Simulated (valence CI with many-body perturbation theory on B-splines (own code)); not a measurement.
# Energy levels of Tl⁷⁶⁺

Calculated by valence CI with perturbative core correlation (CI+MBPT): three valence electrons over a frozen Dirac-Fock core [He], a basis of 11 s, 11 p, 9 d, 7 f, 5 g, 2 h, 1 i functions for each j, with the one-electron correlation potential Σ1, the two-electron term Σ2, the three-electron term Σ3, Breit, model QED; selected CI, second order for the rest (own B-spline code, finite nucleus).

No measured spectrum was set against this ion. As an estimate, large intervals hold to a few tenths of a per cent, small ones and those within an open d or f shell to about a per cent.

Levels 91 to 103 of 103, with energies above the lowest level, (2s^2 2p1/2) J=1/2. "Leading %" is the weight of the configuration and term that name the level; weights of strongly mixed levels are sums over their largest components and can fall short. In the jj column 3d3/2^4 stands for four electrons in 3d with j = 3/2.

| No. | Configuration | Term | J | E (eV) | Leading % | g | Second component | Leading jj |
| --- | --- | --- | --- | --- | --- | --- | --- | --- |
| 91 | 2p²3p | ²P° | 1/2 | 16767 | 87 | 0.608 | 8 % 2p²3p ⁴D° | 2p1/2 2p3/2 3p3/2 (99 %) |
| 92 | 2p²3d | ²G | 7/2 | 16773 | 56 | 0.986 | 25 % 2p²3d ²F | 2p1/2 2p3/2 3d3/2 (99 %) |
| 93 | 2p²3d | ²D | 5/2 | 16791 | 38 | 1.106 | 32 % 2p²3d ²F | 2p1/2 2p3/2 3d3/2 (99 %) |
| 94 | 2p²3d | ²D | 3/2 | 16797 | 47 | 1.092 | 18 % 2p²3d ²P | 2p1/2 2p3/2 3d3/2 (100 %) |
| 95 | 2p²3d | ²P | 1/2 | 16808 | 39 | 1.564 | 31 % 2p²3d ⁴P | 2p1/2 2p3/2 3d3/2 (100 %) |
| 96 | 2p²3d | ⁴D | 7/2 | 16921 | 46 | 1.288 | 39 % 2p²3d ⁴F | 2p1/2 2p3/2 3d5/2 (100 %) |
| 97 | 2p²3d | ²G | 9/2 | 16939 | 65 | 1.156 | 35 % 2p²3d ⁴F | 2p1/2 2p3/2 3d5/2 (100 %) |
| 98 | 2p²3d | ²P | 3/2 | 16941 | 41 | 1.302 | 24 % 2p²3d ⁴P | 2p1/2 2p3/2 3d5/2 (100 %) |
| 99 | 2p²3d | ²F | 5/2 | 16943 | 44 | 1.117 | 18 % 2p²3d ⁴D | 2p1/2 2p3/2 3d5/2 (100 %) |
| 100 | 2p²3d | ²D | 5/2 | 16962 | 55 | 1.253 | 30 % 2p²3d ⁴P | 2p1/2 2p3/2 3d5/2 (99 %) |
| 101 | 2p²3d | ²F | 7/2 | 16969 | 71 | 1.120 | 12 % 2p²3d ⁴F | 2p1/2 2p3/2 3d5/2 (99 %) |
| 102 | 2p²3d | ²D | 3/2 | 16979 | 57 | 0.954 | 29 % 2p²3d ²P | 2p1/2 2p3/2 3d5/2 (100 %) |
| 103 | 2p²3d | ²P | 1/2 | 16985 | 56 | 1.237 | 38 % 2p²3d ²S | 2p1/2 2p3/2 3d5/2 (100 %) |
